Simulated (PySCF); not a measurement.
A structure optimised at PBE-D3(BJ)/def2-SVP, used in a PySCF frequency run:

```
C
C 1 1.3471
H 2 1.0989 1 135.18
H 1 1.0989 2 135.18 3 0.00
C 1 1.5804 4 134.82 2 180.00
C 5 1.3471 1 90.00 4 180.00
H 5 1.0989 6 135.18 2 180.00
H 6 1.0989 5 135.18 7 0.00
```
Charge 0, spin multiplicity 1.

Question: Write its SMILES, formula and point group.

Answer: C1=CC=C1, C₄H₄, D2h

Question: What are its rotational constants (standard atomic weights)?

Answer: 16.675, 12.674, 7.2011 GHz
